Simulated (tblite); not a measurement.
Parent: `[OH:1][CH2:2][C@@H:3]1[CH2:4][O:5][C:6]1=[S:7]` with H–O1–C2–C3 -67°, O1–C2–C3–C4 -74°, C4H6O2S.

Computed geometry: GFN2-xTB, gas phase. One conformer each, not checked by frequencies here.

```
coordinate of the parent    value
                   O1–C2  1.401 Å
                   C2–C3  1.532 Å
                   C3–C4  1.538 Å
                   C4–O5  1.439 Å
                   O5–C6  1.349 Å
                   C6=S7  1.604 Å
                   C3–C6  1.510 Å
                O1–C2–C3   112.4°
                C2–C3–C4   116.8°
                C2–C3–C6   115.4°
                C4–C3–C6    82.7°
                C3–C4–O5    90.0°
                C4–O5–C6    92.4°
                O5–C6–S7   129.7°
                C3–C6–O5    94.8°
                C3–C6–S7   135.5°
```

Question: How does the shared frame change in `[CH3:1][C@@H:2]1[CH2:3][O:4][C:5]1=[S:6]`, C4H6OS? Atoms pair as C2 = C1, C3 = C2, C4 = C3, O5 = O4, C6 = C5, S7 = S6 (parent first).

Answer: 
| parent | relative | value in the relative | change |
| --- | --- | --- | --- |
| C2–C3 | C1–C2 | 1.518 Å | -0.014 |
| C3–C4 | C2–C3 | 1.540 Å | +0.002 |
| C4–O5 | C3–O4 | 1.438 Å | -0.001 |
| O5–C6 | O4–C5 | 1.351 Å | +0.002 |
| C6=S7 | C5=S6 | 1.604 Å | 0.000 |
| C3–C6 | C2–C5 | 1.512 Å | +0.002 |
| C2–C3–C4 | C1–C2–C3 | 117.8° | +1.0 |
| C2–C3–C6 | C1–C2–C5 | 116.0° | +0.6 |
| C4–C3–C6 | C3–C2–C5 | 82.7° | 0.0 |
| C3–C4–O5 | C2–C3–O4 | 90.1° | +0.1 |
| C4–O5–C6 | C3–O4–C5 | 92.5° | +0.1 |
| O5–C6–S7 | O4–C5–S6 | 129.4° | -0.3 |
| C3–C6–O5 | C2–C5–O4 | 94.7° | -0.1 |
| C3–C6–S7 | C2–C5–S6 | 135.8° | +0.3 |

Of the parent's bonds, C2–C3 changes most (-0.014 Å). Point group C1 → C1.

Question: How does the shared frame change in `[OH:1][CH2:2][C:3]1=[CH:4][O:5][C:6]1=[S:7]` with H–O1–C2–C3 -60°, O1–C2–C3–C4 -7°, C4H4O2S? Atoms pair as O1 = O1, C2 = C2, C3 = C3, C4 = C4, O5 = O5, C6 = C6, S7 = S7 (parent first).

Answer: 
```
  parent  relative  value in the relative  change
   O1–C2     O1–C2                1.403 Å  +0.002
   C2–C3     C2–C3                1.485 Å  -0.047
   C3–C4     C3=C4                1.345 Å  -0.193
   C4–O5     C4–O5                1.419 Å  -0.020
   O5–C6     O5–C6                1.393 Å  +0.044
   C6=S7     C6=S7                1.596 Å  -0.008
   C3–C6     C3–C6                1.481 Å  -0.029
O1–C2–C3  O1–C2–C3                 113.1°    +0.7
C2–C3–C4  C2–C3–C4                 138.8°   +22.0
C2–C3–C6  C2–C3–C6                 135.1°   +19.7
C4–C3–C6  C4–C3–C6                  86.1°    +3.4
C3–C4–O5  C3–C4–O5                  96.0°    +6.0
C4–O5–C6  C4–O5–C6                  86.7°    -5.7
O5–C6–S7  O5–C6–S7                 129.2°    -0.5
C3–C6–O5  C3–C6–O5                  91.2°    -3.6
C3–C6–S7  C3–C6–S7                 139.6°    +4.1
```

Of the parent's bonds, C3–C4 changes most (-0.193 Å).

Question: How does the shared frame change in `[OH:1][SiH2:2][C@@H:3]1[CH2:4][O:5][C:6]1=[S:7]` with H–O1–Si2–C3 -179°, O1–Si2–C3–C4 -75°, C3H6O2SSi? Atoms pair as C3 = C3, C4 = C4, O5 = O5, C6 = C6, S7 = S7 (parent first).

Answer: 
```json
{"parent": "C3–C4", "relative": "C3–C4", "value in the relative": "1.534 Å", "change": "-0.004"}
{"parent": "C4–O5", "relative": "C4–O5", "value in the relative": "1.436 Å", "change": "-0.003"}
{"parent": "O5–C6", "relative": "O5–C6", "value in the relative": "1.354 Å", "change": "+0.005"}
{"parent": "C6=S7", "relative": "C6=S7", "value in the relative": "1.609 Å", "change": "+0.005"}
{"parent": "C3–C6", "relative": "C3–C6", "value in the relative": "1.488 Å", "change": "-0.022"}
{"parent": "C4–C3–C6", "relative": "C4–C3–C6", "value in the relative": "83.0°", "change": "+0.3"}
{"parent": "C3–C4–O5", "relative": "C3–C4–O5", "value in the relative": "90.0°", "change": "0.0"}
{"parent": "C4–O5–C6", "relative": "C4–O5–C6", "value in the relative": "91.7°", "change": "-0.7"}
{"parent": "O5–C6–S7", "relative": "O5–C6–S7", "value in the relative": "128.8°", "change": "-0.9"}
{"parent": "C3–C6–O5", "relative": "C3–C6–O5", "value in the relative": "95.2°", "change": "+0.4"}
{"parent": "C3–C6–S7", "relative": "C3–C6–S7", "value in the relative": "135.9°", "change": "+0.4"}
```

Of the parent's bonds, C3–C6 changes most (-0.022 Å). Bonds of the relative outside the shared frame: O1–Si2 1.622, Si2–C3 1.906 Å. Point group C1 → C1.
